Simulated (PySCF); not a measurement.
Cd(Br)(Me), SMILES [CH3][Cd][Br] (PBE0/def2-SVP optimised geometry):

```
6

Cd    -0.024    -0.113     0.000
Br    -2.453    -0.112     0.001
C      2.078    -0.113     0.000
H      2.453    -0.339     1.009
H      2.453     0.873    -0.309
H      2.453    -0.873    -0.700
```

Level of theory: PBE0/def2-TZVP, def2 effective core potentials past Kr (PySCF).

### Question
What are the frontier orbital energies and the dipole moment?

### Answer
HOMO-2 -8.17 eV, HOMO-1 -7.89 eV, HOMO -7.89 eV, LUMO -0.95 eV, LUMO+1 -0.38 eV; dipole moment 3.00 D.
